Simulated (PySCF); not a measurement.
Gas-phase reaction: 3 GeF₄ + GeH₄ = 4 GeHF₃

Energies from PySCF, thermal terms from the rigid-rotor harmonic-oscillator model, ideal gas at 1 bar. † marks an energy on the PBE0/def2-TZVP geometry and frequencies; other levels use their own. MP2 freezes the core. All species are closed-shell singlets. Ge: all electrons, no relativistic terms. GeHF₃: computed as isolated molecules; such fragments, hydroxides, amides, oligomers or adducts are transient or little studied in the gas. MP2 isn't extrapolated to the basis-set limit; its ΔH°(298 K) is -41.2 kJ in def2-SVP and -45.7 kJ in def2-TZVPP. The harmonic model lacks anharmonicity and excited electronic states, which grow with temperature; levels with a mode under 35 cm⁻¹ are left out.

| level | ΔE electronic, kJ | ΔH°(298 K), kJ | ΔS°(298 K), J/K | ΔG°(800 K), kJ |
|---|---|---|---|---|
| HF/def2-TZVP† | -53 | -51 | 52 | -92 |
| MP2/def2-SVP† | -43 | -41 | 52 | -82 |
| MP2/def2-TZVPP† | -48 | -46 | 52 | -87 |
| PBE/def2-SVP | -63 | -61 | 50 | -100 |
| LDA/def2-TZVP† | -63 | -61 | 52 | -102 |
| ωB97M-V/def2-TZVP† | -60 | -58 | 52 | -99 |
ΔH° is lowest at LDA/def2-TZVP† and highest at MP2/def2-SVP†. No reference value is set beside these.
